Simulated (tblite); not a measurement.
`[O][SiH2]CC(F)(F)F` [radical] (doublet state). Structure optimised with GFN2-xTB, isolated species. This method treats the open shell by occupation alone, without spin polarisation.

```
atom  x, y, z in Å
O1     2.3688   -0.2030   -1.2299
Si2    1.5995    0.1178    0.0550
C3    -0.2619   -0.2105   -0.6795
C4    -1.2604    0.0349    0.3939
F5    -2.5133   -0.1727   -0.0618
F6    -1.1127   -0.7724    1.4516
F7    -1.2393    1.2891    0.8615
H8     1.6099   -0.8246    1.1784
H9     1.4695    1.5033    0.5158
H10   -0.2740   -1.2394   -1.0091
H11   -0.3805    0.4801   -1.5020
```

Work out the bond lengths O1–Si2, Si2–C3, C3–C4, C3–H10, C3–H11, C4–F6, C4–F7 in Å.

For O1–Si2 the difference vector is (-0.7693, 0.3208, 1.2849) Å, of length 1.5316 Å. O1–Si2 1.532; Si2–C3 2.028; C3–C4 1.486; C3–H10 1.080; C3–H11 1.081; C4–F6 1.339; C4–F7 1.339 Å.

Give the dihedral angles H8–Si2–C3–H10, H9–Si2–C3–C4, Si2–C3–C4–F6, O1–Si2–C3–H10, H10–C3–C4–F6, H9–Si2–C3–H11.

H8–Si2–C3–H10 -63° (synclinal); H9–Si2–C3–C4 -57° (synclinal); Si2–C3–C4–F6 -61° (synclinal); O1–Si2–C3–H10 60° (synclinal); H10–C3–C4–F6 56° (synclinal); H9–Si2–C3–H11 63° (synclinal). Dihedral signs follow IUPAC: positive where, seen along the central bond, the front bond turns clockwise onto the rear one.

Where is the centre of mass (commonest isotopes), and what is the radius of gyration?

Mass 128.998 u; centre at (-0.199, 0.034, 0.158) Å; Rg = √(Σ m r²/M) = 1.951 Å. As Ia + Ib + Ic = 2 Σ m r², the three principal moments sum to 982.3 u·Å².

What are the angles O1–Si2–H8, Si2–C3–H10, C3–C4–F6, F5–C4–F6, C3–C4–F5?

From the scalar product of the two bond vectors; for O1–Si2–H8 it is -1.1331 Å² over 1.5316 × 1.4664 Å², cos θ = -0.5045. O1–Si2–H8 120.3°; Si2–C3–H10 106.0°; C3–C4–F6 113.4°; F5–C4–F6 106.1°; C3–C4–F5 110.8°.

What is the repulsion energy of the bare nuclei, Σ ZA·ZB/RAB?

402.79 Eh over 55 pairs, with full nuclear charges and distances in bohr; the largest single term is 38.70 Eh (O1 with Si2).

How far apart are these pairs, which share no bond: Si2···H10, C3···F7, C4···H9, F5···H8, H8···H10?

Si2···H10 2.546 Å (2 bonds apart); C3···F7 2.362 Å (2 bonds apart); C4···H9 3.102 Å (3 bonds apart); F5···H8 4.355 Å (4 bonds apart); H8···H10 2.917 Å (3 bonds apart).

Write the matrix of distances between heavy atoms (Å, lower triangle).

```
O1    0.000
Si2   1.532  0.000
C3    2.688  2.028  0.000
C4    3.983  2.881  1.486  0.000
F5    5.020  4.125  2.335  1.349  0.000
F6    4.431  3.178  2.362  1.339  2.147  0.000
F7    4.429  3.175  2.362  1.339  2.148  2.148  0.000
```

The point group is Cs within 0.08 Å; differences among equivalent distances and angles are scatter left by the optimiser. GFN2-xTB frequencies show an imaginary mode (157i cm⁻¹), so the point is no minimum at that level. 3 starts were optimised and ended at 0.00, 0.10 and 0.10 kcal/mol (GFN2-xTB); the lowest of these is shown.

Hardware: an Arm Neoverse V2 with one thread, no GPU, shared host with 96 logical CPUs at a one-minute load of 24. Cost: 0.14 s wall. That covers the optimisation of the geometry.

One conformer stands for the species.

All values are computed, not measured.
